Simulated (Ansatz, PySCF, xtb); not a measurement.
Complex: HF (SMILES F) (first 2 atoms) with CHN (SMILES C#N); geometry from B3LYP-D3(BJ)/def2-TZVP, rigid monomers moved along the line of their centres of mass till H2···N4 is 2.55 Å.
(charge 0, multiplicity 1):
```xyz
5

F     -0.048    -0.993    -0.137
H      0.037    -0.480     0.644
C      0.378     1.540     3.711
N      0.271     0.913     2.762
H      0.477     2.126     4.598
```

Interaction energies are E(AB) − E(A) − E(B) at the monomers' geometry in the complex; basis-set methods are counterpoise corrected. Rows marked so take none.

Rows in 6-311+G** carry no dispersion term and start afresh at each structure.

Programs: Ansatz (an electronic-structure program) with Gaussian orbitals; PySCF for 6-311+G** rows; xtb for the GFN methods. Values without a source in brackets are computed.

**Question.** Give the interaction energy at the level GFN1-xTB.

**Answer.** -12 kJ/mol
